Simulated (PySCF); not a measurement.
C2H5Si, SMILES [CH2][Si]C (connectivity only; charge and spin as stated), neutral, multiplicity 2. Geometry: ωB97X-D3(BJ)/def2-TZVP. The isomer is the one that the SMILES or the coordinates give; other isomers of the formula were not compared.

Computed with ωB97X-D3(BJ)/def2-TZVP in PySCF 2.14.0.

Harmonic wavenumbers (cm⁻¹): 99, 222, 352, 626, 676, 677, 801, 821, 1018, 1269, 1380, 1444, 1464, 3063, 3153, 3154, 3160, 3259. Rotational constants (GHz): 32.35, 6.184, 5.366; symmetry number 1.

Question: Work out the zero-point energy and the ideal-gas rigid-rotor harmonic-oscillator thermochemistry at 298.15 K and 1 atm.

Answer: ZPE = ½ Σ hcν = ½ × 26639 cm⁻¹ = 38.08 kcal/mol. H − E(el) = 41.85 kcal/mol. Entropy in cal/(mol K): translation 38.05, rotation 23.22, vibration 8.21, spin 1.38, total 70.86. G − E(el) = 20.73 kcal/mol. Cp = 18.08 cal/(mol K). Modes under 150 cm⁻¹ make the vibrational entropy uncertain.
